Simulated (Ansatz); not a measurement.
Ansatz (a quantum-chemistry and plane-wave program) input (PBE0/def2-SVP):

Ansatz 0.2 input:
```yaml
crystal:
  periodic: [false, false, false]
  atoms:
    - {symbol: C, position_ang: [-2.46620919, 0.24935079, 0.07326835]}
    - {symbol: Si, position_ang: [-0.61626031, 0.06230818, 0.01830841]}
    - {symbol: I, position_ang: [0.41150953, 2.22153440, -0.54103571]}
    - {symbol: I, position_ang: [0.19931243, -0.68577053, 2.21071667]}
    - {symbol: I, position_ang: [-0.00859793, -1.59665289, -1.68757236]}
    - {symbol: H, position_ang: [-2.73809919, 0.98572517, 0.83030253]}
    - {symbol: H, position_ang: [-2.83035733, 0.58153028, -0.89952405]}
    - {symbol: H, position_ang: [-2.92451766, -0.70855706, 0.32153841]}
basis:
  gaussian:
    orbitals: def2-SVP
hamiltonian:
  xc: {name: PBE0}
```

Output:

```
Functional definition: PBE0
integrals: 0.11 GiB planned
1477 factors; integrals over basis functions are off by at most 1.2e-3 eV
0.19 GiB of the device are held for the grids
0.88 GiB of device memory are held for the factors and their scratch space
mean field: 0.26 GiB planned
mean field evaluation 1: about -33258.9279 eV, gradient 4.1e1 eV
mean field evaluation 2: about -33257.1595 eV, gradient 4.6e1 eV
mean field evaluation 4: about -33262.9665 eV, gradient 1.3e0 eV
mean field evaluation 8: about -33263.0406 eV, gradient 1.7e-1 eV
mean field evaluation 16: about -33263.0407 eV, gradient 9.1e-6 eV
mean field -33263.04067356 eV, -1222.3941982545 hartree, gradient 9.1e-6 eV, S^2 0.000000; 0 other end points of the search recorded, 0 dependent functions left out
reference -33263.04070016 eV, -1222.3941992321 hartree; 49, 49 occupied and 76, 76 virtual orbitals, 1477 factors
Total energy: -33263.04070016 eV, -1222.3941992321 hartree
```
